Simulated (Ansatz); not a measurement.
MoO₂⁺. The state is a doublet with charge 1. Geometry relaxed at PBE0-D4/def2-TZVP.

Cartesian coordinates in Å:
```
Mo -0.021 -0.558 0.357
O 0.930 -0.247 -0.947
O -0.909 0.805 0.590
```

In the def2 sets Mo takes a core potential; there is no spin–orbit coupling. The structure comes from a short search, and lower isomers may exist.

Problem. Estimate the harmonic wavenumbers at UKS PBE0-D4/def2-TZVP (Ansatz, unscaled). Is this a minimum?

Solution. 372, 1044, 1120 cm⁻¹. Yes, no mode is imaginary beyond noise. Zero-point energy 15.2 kJ/mol. It took 8.5 s on 4 threads of Arm Neoverse V1 on a shared host.
